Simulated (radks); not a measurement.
Charge is removed step by step from the 4p level of Mo, starting from [Kr] 4d5 5s1. Calculated with a radial shooting solver on a logarithmic mesh with Libxc functionals: scalar-relativistic Kohn-Sham, PBE, spin-unpolarised, spherical densities, finite nucleus; Fermi nuclear charge, rms radius 4.4091 fm.

removed (e),E - E(0) (eV),eigenvalue (eV),E minus straight line (eV)
0,0.000,-38.486,0.000
0.125,4.887,-39.750,-0.609
0.25,9.935,-41.072,-1.057
0.375,15.152,-42.447,-1.336
0.5,20.544,-43.869,-1.440
0.625,26.116,-45.335,-1.363
0.75,31.874,-46.842,-1.101
0.875,37.823,-48.386,-0.648
1,43.967,-49.966,0.000

Removing the whole electron costs 43.967 eV by Delta-SCF, against 38.486 eV from minus the eigenvalue at the starting occupation. Slater's transition state (half an electron removed) gives 43.869 eV. Integrating minus the eigenvalue over the occupation (Janak's theorem) gives 43.987 eV. In this scalar-relativistic scheme the density is built from large components alone, so the theorem holds only approximately. The mean slope of the eigenvalue, de/dn, is 11.5 eV per electron.
